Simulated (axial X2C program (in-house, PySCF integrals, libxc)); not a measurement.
Nuclear properties of VAs

Computed with an axial X2C code built on PySCF integrals: two-component X2C with atomic mean-field Coulomb and Gaunt terms, Gaussian nuclei, basis As dyall-cv3z, V dyall-cv3z with contracted cores.

R = 2.548 Å (near the PBE0 minimum at charge 0 of the determinant lowest at the starting distance; the state shown can have its own minimum elsewhere).

Input and command:
```json
{"zs": [33, 23], "q": 0, "bas": ["dyall-cv3z", "dyall-cv3z"], "r0": 2.55, "levels": ["PBE0", "HF", "r2SCAN", "PBE", "BP86"], "nst": 3}
```
```bash
python soeom.py task.json out
```

Keys: zs atomic numbers; q charge; bas basis sets; r0 starting distance in Å; levels methods; nst determinants followed.

Determinant lowest in the PBE0 search, Ω = 2 (⟨Sz⟩ = 3.00, ⟨Lz⟩ = -1.00 at PBE0), spin on the atoms As 0.87, V 2.13:

```
 level  Eeff magnitude (GV/cm)  Ws magnitude As (kHz)  Ws magnitude V (kHz)  A∥/gI As (MHz)  qzz As (a.u.)  A∥/gI V (MHz)  qzz V (a.u.)  μ (D)
  PBE0                   0.101                 0.0586                0.0276            -257          -3.89           18.7          0.66   3.87
    HF                   0.825                 0.0197                 0.132            -189          -4.81           48.7          0.62   3.40
r2SCAN                  0.0726                 0.0386                0.0429            -300          -4.29            103          0.62   3.22
   PBE                  0.0302                 0.0307                0.0301            -309          -3.61             91          0.53   3.03
  BP86                  0.0415                   0.03                0.0326            -316          -3.42            126          0.47   3.08
```

Eeff is the effective electric field on the electron electric dipole moment in this Ω state and Ws the scalar–pseudoscalar constant of the nucleus named (defined with the proton number Z and per Ω); A∥ (defined per Ω) follows by multiplying with gI = μI/(I μN); qzz is the electric field gradient, eQq0 = 234.96 MHz × Q/barn × qzz; μ is positive if the V end (last atom) is positive. The operators were transformed with the bare-nucleus X2C matrices; with these basis sets, hyperfine constants and field gradients can be off by tens of per cent, and where levels differ in sign neither size nor sign is settled.

(1) With gI(75As) = 0.9597, Q(75As) = 0.311 barn, Q(51V) = -0.052 barn (g factors from the IAEA table of nuclear moments by Stone; Q from Pyykkö, Mol. Phys. 2018), turn the PBE0 values of the first state into constants in MHz.

Each state is one determinant with collinear spin, which with several unpaired electrons need not be a pure state. Unrestricted Hartree–Fock can overshoot spin polarisation at the nuclei. In the state Ω = 2 the sign of Eeff differs between levels (HF, r2SCAN, PBE, BP86 against PBE0). With several open shells hyperfine constants can be off by a factor of several. Where Eeff spreads by more than a factor of two the levels disagree and none is to be relied on. Open-shell Ω = 0 determinants with evenly filled partner blocks cannot be reached by this program, so the Ω shown need not be the lowest component. At BP86, PBE, r2SCAN a later determinant lies lower. States lie within half an eV, so the first need not be the ground state. The sign of Ws at As differs between levels in the first state. Further determinants of the search, some of them spin-mixed, are not shown. Where a field gradient or hyperfine factor spreads by more than a factor of two over the levels, a constant derived from it is not to be relied on.

Results:

(1) A∥(75As) = -257 × 0.9597 = -247 MHz; eQq0(75As) = 234.96 × (0.311) × (-3.89) = -284 MHz; eQq0(51V) = 234.96 × (-0.052) × (0.66) = -8.06 MHz.
